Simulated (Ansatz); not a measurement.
Reaction (cleavage of the B–B bond): `SBBCl` + CH₃SH → `CSBCl` + `BS`

Calculated with Ansatz (gas phase, PBE0-D4/def2-TZVP geometries, no zero-point term in ΔE). CBS: MP2 limit from def2 TZ/QZ plus the TZ coupled-cluster correction, frozen cores. This one scheme is used for every species. DFT in def2-TZVPP. HSE06 is defined as in plane-wave codes. Each species was taken in one conformer, which may not be the lowest.

`SBBCl`:

Z-matrix (Å, degrees):
```
B
B 1 1.670
S 1 1.769 2 120.8
H 1 1.196 2 120.5 3 179.7
Cl 2 1.748 1 119.4 3 89.3
H 2 1.196 1 124.9 3 -93.0
H 3 1.345 1 99.6 2 180.0
```

CH₃SH:

```xyz
6

C     0.181   -0.043   -0.455
S    -0.592   -0.639    1.065
H    -0.432    0.712   -0.946
H     0.260   -0.908   -1.114
H     1.182    0.344   -0.269
H    -0.598    0.534    1.718
```

`CSBCl`:

```xyz
8

C     0.367   -1.250    0.072
S    -0.897   -0.178   -0.655
B    -0.434    1.430   -0.092
Cl   -1.404    2.805   -0.568
H     1.072   -0.658    0.653
H    -0.118   -1.982    0.716
H     0.894   -1.768   -0.728
H     0.520    1.601    0.602
```

`BS`:

Z-matrix (Å, degrees):
```
B
S 1 1.765
H 1 1.192 2 115.8
H 1 1.190 2 121.4 3 -180.0
H 2 1.344 1 99.2 3 180.0
```

```csv
level,ΔE (kJ/mol)
BLYP-D4,-102.8
r2SCANh-D4,-106.1
HSE06-D4,-102.6
r2SCAN0,-105.3
CCSD/def2-SVP,-105.8
MP2/def2-QZVPP,-111.6
HF/CBS(def2),-93.6
MP2/CBS(def2),-111.8
```

Problem. What does CCSD(T)/CBS give? (An estimate is asked.)

Solution. Computed: -103.0 kJ/mol. The listed levels differ from it by 0.2, -3.1, 0.4, -2.3, -2.8, -8.6, 9.4, -8.8 kJ/mol.

Largest T1 diagnostic among the species: 0.015.

At CCSD(T), def2-SVP lies −5.9 kJ/mol from the extrapolated value and def2-TZVPP −0.3 kJ/mol. In def2-TZVPP, CCSD(T) changes the Hartree–Fock value by −8.9 kJ/mol (the triples alone add −3.6 kJ/mol) and MP2 by −17.7 kJ/mol. Leaving LDA and LC-ωPBE aside and taking each functional with its dispersion term where it has one, the values, not all of them listed here, spread over 6.6 kJ/mol, from r2SCAN-D4 to ωB97X-V. LDA lies −5.4 kJ/mol from PBE without D4.
